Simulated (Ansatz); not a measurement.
Species: BN2H5, charge 0, singlet. BN2H5 (SMILES B(N)N).
B3LYP-D3(BJ)/def2-TZVP minimum from Ansatz (a first-principles code):
```xyz
8

B     -0.2495    -0.2656    -0.3409
H     -0.8474    -0.9018    -1.1575
N     -0.1079     1.1251    -0.5396
H     -0.4924     1.5902    -1.3412
H      0.3763     1.7432     0.0894
N      0.2842    -0.9375     0.7804
H      0.8009    -0.4903     1.5187
H      0.1762    -1.9267     0.9093
```

Wanted: atomisation energy (electronic, to ground-state atoms), in kJ/mol. Radicals and triplets start from unrestricted determinants; spin-orbit coupling is neglected. CBS(X,Y): correlation extrapolated as X^-3, Hartree-Fock from the larger set. A bracket is a step between two methods taken in the basis named. Functionals run without relativity, which enters their misses. Double hybrids freeze cores in their MP2 part. 'core' is core correlation in cc-pwCVTZ, 'X2C' scalar relativity in cc-pVTZ-DK, both at CCSD(T). Where a partner has so few electrons that a lower coupled-cluster level is exact, that level stands in.

CCSD(T)/CBS(cc-pVTZ,cc-pVQZ) + [CCSDT(Q) - CCSD(T)]/cc-pVDZ + core + X2C (Ansatz) gives 2958.7 kJ/mol.

Q: How far off this value is PBE/def2-TZVPD (Ansatz), in which direction, and which of these levels come nearer: r2SCAN/def2-TZVPD, B3LYP/def2-TZVPD, wB97M-V/def2-TZVPD, B2PLYP/def2-TZVPD, CCSD(T)/CBS(cc-pVTZ,cc-pVQZ) + core + X2C?

A: PBE gives 3014.2 kJ/mol, 55.5 kJ/mol above it. Differences of the others: r2SCAN/def2-TZVPD (Ansatz) -13.9; B3LYP/def2-TZVPD (Ansatz) 15.3; wB97M-V/def2-TZVPD (Ansatz) 18.9; B2PLYP/def2-TZVPD (Ansatz) -22.9; CCSD(T)/CBS(cc-pVTZ,cc-pVQZ) + core + X2C (Ansatz) -2.4 kJ/mol. Nearer than PBE: r2SCAN/def2-TZVPD, B3LYP/def2-TZVPD, wB97M-V/def2-TZVPD, B2PLYP/def2-TZVPD, CCSD(T)/CBS(cc-pVTZ,cc-pVQZ) + core + X2C.
